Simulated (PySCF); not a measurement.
C2H5Cl3Si2, SMILES [SiH3]/C=C/[Si](Cl)(Cl)Cl, CAM-B3LYP/def2-SVP optimised geometry.

```
12

Si    -0.49    -0.35     0.00
C     -1.13    -1.23     1.53
C     -1.92    -0.66     2.46
Si    -2.55    -1.52     3.96
Cl    -1.87    -3.46     4.02
Cl    -4.60    -1.53     3.97
Cl    -1.92    -0.55     5.66
H      1.00    -0.35     0.00
H     -0.96    -1.05    -1.22
H     -1.00     1.05     0.00
H     -0.85    -2.28     1.68
H     -2.22     0.39     2.34
```

Density from CAM-B3LYP/def2-TZVP run with PySCF 2.14.0 at that geometry.

Minimum of the electron density along straight lines between bonded atoms, close to the bond critical point (lines longer than 1.1 times the sum of covalent radii, or with two minima, are not listed):

```csv
bond,length / Å,ρ at the minimum / e bohr⁻³,∇²ρ there / e bohr⁻⁵,position (fraction from the first atom)
Si1–C2,1.878,0.120,0.19,0.39
C2–C3,1.340,0.345,___,0.50
C3–Si4,1.848,0.134,___,0.61
Si4–Cl5,2.052,0.103,0.20,0.36
Si4–Cl6,2.051,0.103,0.20,0.36
Si4–Cl7,2.051,0.103,0.20,0.36
Si1–H8,1.489,0.121,0.15,0.49
Si1–H9,1.489,0.121,0.15,0.49
Si1–H10,1.488,0.122,0.15,0.49
C2–H11,1.099,0.277,-0.96,0.65
C3–H12,1.099,0.275,-0.95,0.65
```

### Question
Some entries are withheld; supply them.

### Answer

- C2–C3, ∇²ρ there / e bohr⁻⁵: -1.03
- C3–Si4, ∇²ρ there / e bohr⁻⁵: 0.17
